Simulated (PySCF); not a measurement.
Mo(S)2(OH)(SH) (H₂MoOS₃), SMILES [OH][Mo](=[S])(=[S])[SH], multiplicity 1.

Coordinates come from a B3LYP-D3(BJ)/def2-SVP optimisation. The multiplicity is an assumed one; other spin states were not compared. The def2 effective core potentials stand for the cores of Mo; spin–orbit coupling is left out. The values are those of a single conformer.

The numbers are results of TDDFT-ωB97X/def2-SVPD run with PySCF 2.14.0, not measurements.

Vertical excitations. Isolated molecule, no solvent.

Problem. List the lowest excited states. (Estimate from the structure and the level; the computed values follow.)

Solution. 
```csv
state,energy (eV),λ (nm),f,main pairs
S1,2.35,529,0.001,HOMO→LUMO 94 %
S2,2.91,427,0.001,"HOMO→LUMO+1 55 %, HOMO−1→LUMO 31 %"
S3,3.31,375,0.019,HOMO−1→LUMO+1 73 %
S4,3.56,348,0.033,"HOMO−1→LUMO 50 %, HOMO→LUMO+1 29 %"
S5,3.62,342,0.003,"HOMO−2→LUMO 29 %, HOMO−4→LUMO 27 %, HOMO→LUMO+2 16 %, HOMO−3→LUMO+1 9 %"
S6,3.92,316,0.000,"HOMO→LUMO+3 34 %, HOMO−3→LUMO 30 %, HOMO−2→LUMO+1 9 %, HOMO→LUMO+2 8 %"
S7,4.01,309,0.001,"HOMO−3→LUMO+1 61 %, HOMO→LUMO+2 13 %"
S8,4.12,301,0.002,"HOMO→LUMO+2 44 %, HOMO−2→LUMO 18 %, HOMO−4→LUMO 8 %, HOMO→LUMO+4 7 %"
S9,4.19,296,0.002,"HOMO→LUMO+3 46 %, HOMO−2→LUMO+1 25 %"
S10,4.24,292,0.003,"HOMO−4→LUMO 39 %, HOMO−2→LUMO 20 %, HOMO→LUMO+4 15 %, HOMO−1→LUMO+2 8 %"
T1,2.11,589,0,HOMO→LUMO 91 %
T2,2.41,515,0,"HOMO−1→LUMO 41 %, HOMO→LUMO+1 40 %"
T3,2.57,482,0,"HOMO→LUMO+1 51 %, HOMO−1→LUMO 31 %"
T4,2.76,449,0,"HOMO−3→LUMO 55 %, HOMO−1→LUMO+1 22 %"
```
Triplets are in the Tamm–Dancoff approximation, which puts them higher than full response would, so one can lie above its singlet here.
